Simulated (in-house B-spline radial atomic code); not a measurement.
# Ionising the tin ion Sn²⁹⁺ with different functionals

Computed with a radial B-spline atomic code at the basis-set limit: scalar-relativistic (spin-free X2C) Hamiltonian, Fermi nucleus of rms radius 4.6519 fm, spin-polarised at highest spin, spherical fractional occupations for the functionals. The ionisation energy is the difference of two self-consistent energies, [Ar] 3d3 → [Ar] 3d2, without Breit or QED terms; ε is the level of the shell that loses the electron (its least bound occupied spin orbital). There is no spin-orbit coupling in this Hamiltonian.

Hybrids are left out here: with spherical fractional occupations of an open shell their exact exchange keeps a self-interaction that integer-occupation calculations don't have.

| method | rung | ΔSCF (eV) | -ε(3d) (eV) |
| --- | --- | --- | --- |
| LDA VWN5 | LDA | 1675.82 | 1635.62 |
| LDA exchange-only | LDA | ? | ? |
| RPBE | GGA | ? | ? |
| BLYP | GGA | 1675.83 | 1635.66 |
| OLYP | GGA | 1679.29 | 1639.25 |
| PW91 | GGA | 1676.18 | 1636.02 |

Q: What does RPBE give?

A: ΔSCF 1675.75 eV, and -ε(3d) = 1635.64 eV.

Q: What does LDA exchange-only give?

A: ΔSCF 1673.13 eV, and -ε(3d) = 1632.97 eV.

Q: How do they compare with the NIST value?

A: NIST lists 1676 eV ± 4 (tabulated theory, ground level to ground level). Errors run from -2.87 to +3.29 eV; all lie within about twice that uncertainty, so the table can't rank the methods.
